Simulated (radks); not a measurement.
The numbers below are computed, except where a source is named.
Initial-state core-level shifts of the gadolinium ion Gd+ when its valence configuration changes from [Xe] 4f7 5d1 6s1. Code: a radial shooting solver on a logarithmic mesh with Libxc functionals. Model: Dirac Kohn-Sham, LDA (Slater exchange, Perdew-Wang correlation), spin-unpolarised, spherical densities, finite nucleus; open shells fill j = l - 1/2 first; Fermi nuclear charge, rms radius 5.1569 fm. Shifts are changes of the shell-averaged eigenvalues in eV (positive: less bound); the change of the density at the nucleus, which sets a Mossbauer isomer shift, is in e/bohr^3, on a base of 6.259e+05.

valence               2s       3d       4s       4p  density at nucleus
4f6 5d2 6s1       -7.855   -8.829   -8.298   -8.094              +36.65
4f7 5d1 6p1       -1.068   -1.066   -1.070   -1.071              -34.01
4f4 5d2 6s1 6p2  -34.826  -38.219  -35.375  -34.588             +153.13
4f7 5d0.5 6s1.5   -1.174   -1.151   -1.149   -1.153              +21.64
4f7.5 5d0.5 6s1   +3.528   +3.934   +3.771   +3.690              -16.12
4f6 5d1 6s2      -10.521  -11.451  -10.897  -10.696              +86.44
4f6 5d1 6s1 6p1  -11.566  -12.496  -11.943  -11.742              +47.52
4f7 5d2           +2.104   +2.070   +2.072   +2.079              -37.93
4f6.5 5d1 6s1.5   -5.043   -5.483   -5.247   -5.155              +40.40
